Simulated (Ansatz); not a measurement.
Pulling on the Se4–H5 bond in CdH2OSe (SMILES [OH][Cd][SeH]) (multiplicity 1 held, fragments rigid). Energies count from the point at 1.473 Å.
Geometry at that point (charge 0, multiplicity 1):
```xyz
5

Cd     0.4354    -0.5866    -0.1057
O      1.5014    -2.2292    -0.4538
H      2.3793    -2.1969    -0.0591
Se    -0.9919     1.3929     0.2152
H     -1.5669     0.8277     1.4481
```

Signs of static correlation in def2-SVP, with CASSCF(4,3), from Ansatz (a quantum-chemistry and plane-wave program) runs.

| R (Å) | T1 of restricted CCSD | ⟨S²⟩ of UHF | largest double amplitude of restricted CCSD | weight of the CASSCF reference in MRCISD | CASSCF natural occupations |
|---|---|---|---|---|---|
| 1.179 | 0.017 | 0.000 | 0.036 | 0.886 | 2.00 1.99 0.01 |
| 1.326 | 0.017 | 0.000 | 0.036 | 0.886 | 2.00 1.98 0.02 |
| 1.473 | 0.017 | 0.000 | 0.043 | 0.886 | 2.00 1.97 0.03 |
| 1.621 | 0.018 | 0.000 | 0.070 | 0.886 | 2.00 1.96 0.04 |
| 1.768 | 0.018 | 0.000 | 0.069 | 0.886 | 2.00 1.94 0.07 |
| 1.989 | 0.019 | 0.229 | 0.103 | 0.886 | 2.00 1.89 0.11 |
| 2.210 | 0.020 | 0.604 | (withheld) | 0.886 | 2.00 1.81 0.19 |
| 2.578 | 0.023 | 0.866 | 0.371 | 0.887 | 2.00 1.64 0.36 |
| 2.946 | 0.028 | 0.957 | 0.515 | 0.887 | 2.00 1.45 0.55 |
| 3.388 | 0.032 | 0.994 | (withheld) | 0.887 | 2.00 1.26 0.74 |
| 3.978 | 0.035 | 1.006 | 0.796 | 0.887 | 2.00 1.11 0.89 |
| 4.714 | 0.034 | 1.008 | 0.874 | 0.887 | 2.00 1.04 0.96 |

**Question.** Complete the blanks.

**Answer.** 
- 2.210, largest double amplitude of restricted CCSD: 0.151
- 3.388, largest double amplitude of restricted CCSD: 0.664

Doubts at one or more of the structures used: active orbitals that take no part (SC-NEVPT2 on CASSCF(4,3)/def2-SVP); a restricted determinant that unrestricted orbitals would lower (R-CCSD(T)/def2-SVP); other coupled-cluster roots lie near (R-CCSD(T)/def2-SVP); a spin-contaminated determinant (U-CCSD(T)/def2-SVP); T1 above 0.05 (U-CCSD(T)/def2-SVP).
